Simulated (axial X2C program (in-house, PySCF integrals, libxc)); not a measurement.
## Spin–orbit effects down a group: molecules with Ge, CCSD

All values come from calculations with an in-house all-electron X2C program for linear molecules (integrals from PySCF), spin-free (one-electron X2C) or two-component (2c: spin–orbit coupling with atomic mean-field Coulomb and Gaunt terms, which also bring small scalar terms), in Dyall basis sets with cores contracted in-house; open shells are unrestricted.

Basis sets: Br dyall-cv3z, Cl dyall-av3z, F dyall-av3z, Ge dyall-cv3z, I dyall-cv3z. Frozen shells (counts by l): GeF Ge 3s2p1d, F 1s, 11 electrons correlated; GeCl Ge 3s2p1d, Cl 2s1p, 11 electrons correlated; GeBr Br 3s2p1d, Ge 3s2p1d, 11 electrons correlated; GeI I 4s3p2d, Ge 3s2p1d, 11 electrons correlated. Coupled cluster in natural virtuals with an MP2 remainder. Where the outer core of a metal is frozen, bonds come out longer and ionisation energies lower.

```csv
molecule,spin-free state,Re (Å),ωe (cm⁻¹),De (eV),2c state,Re 2c (Å),ωe 2c (cm⁻¹),De 2c (eV)
GeF,"M_S = 1/2, Λ = 1",1.752,666.7,5.08,Ω = 1/2,1.753,665.3,n/a
GeCl,"M_S = 1/2, Λ = 1",2.190,397.4,3.77,Ω = 1/2,2.191,396.7,n/a
GeBr,"M_S = 1/2, Λ = 1",2.335,292.9,3.28,Ω = 1/2,2.335,292.7,n/a
GeI,"M_S = 1/2, Λ = 1",2.546,239.9,2.78,Ω = 1/2,2.547,239.6,n/a
```

Each entry is the lowest single determinant of a limited PBE0 search at one distance. De goes to single-determinant-based atoms at the same level (for ions the charge split of lowest energy) and is withheld (n/a) where an atom does not fit its ground term or J level. Main or longest-lived isotopes.
